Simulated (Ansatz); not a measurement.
`[CH3][Ge]([NH2])([F])[F]` → C• + 2 F• + Ge• + 5 H• + N•  (atomization)

Gas-phase electronic energies from Ansatz, PBE0-D4/def2-TZVP geometries. CCSD(T)/CBS adds triple-zeta CCSD(T) − MP2 to the extrapolated MP2 energy (def2 sets, frozen cores). This one scheme is used for every species, atoms too. Functionals use def2-TZVPP. B3LYP here is the variant with VWN-RPA as its local correlation; programs differ in this. HSE06 is defined as in plane-wave codes. Open shells (•) are unrestricted, without spin–orbit coupling. Spin–orbit coupling would lower the free atoms: a little for C, F; clearly for Ge. For Ge outer-core shells are correlated without core-valence functions, so the limit isn't a true one: a few kJ/mol of doubt a bond, and 10 to 20 or more in all where bonds break to atoms. Scalar relativity is left out up to krypton. One conformer a species, not always the lowest.

| level | ΔE (eV) | difference from CCSD(T)/CBS |
| --- | --- | --- |
| LDA (SPW92) | 43.64 | 5.51 |
| PBE-D4 | 38.58 | 0.45 |
| revPBE-D4 | 37.49 | -0.64 |
| BLYP-D4 | 37.87 | -0.26 |
| r2SCAN-D4 | 37.94 | -0.19 |
| B97M-V | 38.01 | -0.12 |
| B3LYP-D4 | 37.78 | -0.35 |
| r2SCANh-D4 | 37.62 | -0.51 |
| r2SCAN0-D4 | 37.16 | -0.97 |
| HSE06-D4 | 37.73 | -0.40 |
| CAM-B3LYP-D4 | 38.13 | 0.00 |
| ωB97X-V | 38.14 | 0.01 |
| ωB97M-V | 37.94 | -0.19 |
| PBE-QIDH | 37.60 | -0.53 |
| PBE | 38.39 | 0.26 |
| revPBE | 36.94 | -1.19 |
| BLYP | 37.46 | -0.67 |
| r2SCAN | 37.89 | -0.24 |
| PBE0 | 37.55 | -0.58 |
| B3LYP | 37.48 | -0.65 |
| r2SCANh | 37.57 | -0.56 |
| r2SCAN0 | 37.11 | -1.02 |
| HSE06 | 37.58 | -0.55 |
| BHLYP | 36.30 | -1.83 |
| CAM-B3LYP | 37.97 | -0.16 |
| LC-ωPBE | 37.90 | -0.23 |
| HF/def2-SVP | 26.78 | -11.35 |
| MP2/def2-SVP | 36.19 | -1.94 |
| CCSD/def2-SVP | 35.11 | -3.02 |
| CCSD(T)/def2-SVP | 35.46 | -2.67 |
| HF/def2-TZVPP | 26.95 | -11.18 |
| MP2/def2-TZVPP | 37.97 | -0.16 |
| SCS-MP2/def2-TZVPP | 37.69 | -0.44 |
| CCSD/def2-TZVPP | 36.57 | -1.56 |
| CCSD(T)/def2-TZVPP | 37.16 | -0.97 |
| HF/def2-QZVPP | 27.02 | -11.11 |
| SCS-MP2/def2-QZVPP | 38.37 | 0.24 |
| HF/CBS(def2) | 27.03 | -11.10 |
| MP2/CBS(def2) | 38.94 | 0.81 |
| CCSD/CBS(def2) | 37.54 | -0.59 |
| CCSD(T)/CBS | 38.13 | 0 |

Largest T1 diagnostic among the species: 0.011.

The D4 term adds +0.30 eV with B3LYP and +0.16 eV with PBE0; it sums over pairs of atoms, weighted by their polarisabilities, and B3LYP, whose exchange is more repulsive, gets the larger term. Leaving LDA and LC-ωPBE aside and taking each functional with its dispersion term where it has one, the values, not all of them listed here, spread over 2.06 eV, from BHLYP-D4 to PBE-D4. LDA lies +5.25 eV from PBE without D4, its usual overbinding. From BLYP to BHLYP (50 % exact exchange), in def2-TZVPP and without D4, ΔE moves by −1.17 eV: exact exchange takes away binding that semilocal exchange gives to molecules.

For atomizations the MP2-based limit and the directly extrapolated one differ by several kJ/mol either way, and by 10 to 25 for some Ge, Se and Sn compounds, so smaller differences from it don't rank the levels.
